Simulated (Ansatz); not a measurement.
Consider the substitution at a C–B bond: `CCB(N)Cl` + `C=CCS` → `C=CCSCC` + `NBCl`.

Isolated molecules relaxed with PBE0-D4/def2-TZVP in Ansatz; ΔE leaves out vibrations. CCSD(T)/CBS is the MP2 limit (def2-TZVPP, def2-QZVPP) plus CCSD(T) − MP2 in def2-TZVPP, frozen cores. DFT in def2-TZVPP. HSE06 is defined as in plane-wave codes. Each species was taken in one conformer, which may not be the lowest.

Q: Is it downhill or uphill in electronic energy at CCSD(T)/CBS, and by how much? (Best estimate.)

A: Computed: Uphill: ΔE = +29.5 kJ/mol.

Q: What do these levels give: LDA (SPW92), HSE06-D4, CAM-B3LYP-D4, CCSD(T)/def2-SVP, CCSD(T)/def2-TZVPP, CCSD/CBS(def2)? (Estimate.)

A: Ansatz gave: LDA (SPW92) 28.5, HSE06-D4 29.9, CAM-B3LYP-D4 31.5, CCSD(T)/def2-SVP 36.5, CCSD(T)/def2-TZVPP 31.6, CCSD/CBS(def2) 32.3 kJ/mol.

Largest T1 diagnostic among the species: 0.011.

In def2-TZVPP, CCSD(T) changes the Hartree–Fock value by −6.4 kJ/mol (the triples alone add −2.8 kJ/mol) and MP2 by −10.2 kJ/mol. From BLYP to BHLYP (50 % exact exchange), in def2-TZVPP and without D4, ΔE moves by +3.3 kJ/mol.
